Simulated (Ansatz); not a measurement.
Total energies of Al4Sb4H16, a cluster cut from zinc blende AlSb (hydrogen-capped) from Ansatz at PBE0-D4/def2-SVP, gas phase (1 Eh = 27.2114 eV = 2625.5 kJ/mol). The reference geometry is relaxed at PBE-D4/def2-SVP.

```csv
atom,x (Å),y (Å),z (Å)
Al1,-2.7880,0.9663,0.8951
Al2,2.2968,1.3477,1.5613
Al3,0.3367,0.7235,-2.9828
Al4,0.1592,-3.0348,0.5226
Sb5,-1.9780,1.3576,-1.6823
Sb6,2.1195,1.6683,-1.1440
Sb7,-2.1201,-1.6685,1.1460
Sb8,1.9770,-1.3604,1.6821
H9,-4.3828,1.0941,0.9551
H10,-1.7592,1.7766,1.8165
H11,3.7889,1.7039,2.0202
H12,0.9624,1.9828,2.1775
H13,0.4391,1.6243,-4.3025
H14,0.4495,-0.8732,-2.9407
H15,0.3512,-2.8812,-1.0597
H16,0.1565,-4.4207,1.3244
H17,-2.2765,3.0172,-2.0008
H18,-3.2378,0.7659,-2.6861
H19,2.2388,3.3601,-1.4052
H20,3.6672,1.2916,-1.7822
H21,-2.5113,-2.0822,2.7647
H22,-3.3958,-2.5665,0.4312
H23,1.9968,-1.7435,3.3546
H24,3.5100,-2.0489,1.3349
```

| state | geometry | energy (Eh) |
| --- | --- | --- |
| charge 0 singlet | reference | -1939.62132 |
| charge 1 doublet | reference | -1939.29531 |
| charge -1 doublet | reference | -1939.63843 |
| free Al atom (doublet) | – | -242.16443 |
| free Sb atom (quartet) | – | -240.21816 |
| free H atom (doublet) | – | -0.50029 |

In the def2 sets Sb takes a core potential; there is no spin–orbit coupling.

Task: Work out the vertical ionisation energy to the doublet.

Result: E(charge 1 doublet) − E(charge 0 singlet) = -1939.29531 − (-1939.62132) = 0.32601 Eh = 8.87 eV. For comparison, −ε of the highest occupied level is 7.52 eV at this level, 1.35 eV less.

Task: Work out the vertical electron affinity, to the doublet.

Result: E(charge 0 singlet) − E(charge -1 doublet) = -1939.62132 − (-1939.63843) = 0.01711 Eh = 0.47 eV. The basis lacks diffuse functions, which makes affinities too small.

Task: Give the fundamental gap IE − EA, the Mulliken electronegativity (IE + EA)/2 and the hardness (IE − EA)/2.

Result: From the values in Eh: IE − EA = 0.32601 − 0.01711 = 0.30890 Eh = 8.41 eV; (IE + EA)/2 = 4.67 eV; (IE − EA)/2 = 4.20 eV. The HOMO–LUMO gap of the same run is 5.97 eV, 2.44 eV smaller than the fundamental gap.

Task: What is the binding energy per atom against free atoms?

Result: Atoms: 4 × (-242.16443) + 4 × (-240.21816) + 16 × (-0.50029) = -1937.53500 Eh. Binding: -1937.53500 − (-1939.62132) = 2.08632 Eh = 56.77 eV, or 2.37 eV for each of 24 atoms (no zero-point energy, no counterpoise term).

At PBE0-D4/def2-SVP the highest occupied level of the charge -1 doublet lies above zero (up to 0.74 eV). By energy differences its removal costs 0.47 eV (vertical, to the charge 0 singlet, at PBE0-D4/def2-SVP); self-interaction error and the lack of diffuse functions both raise the level.
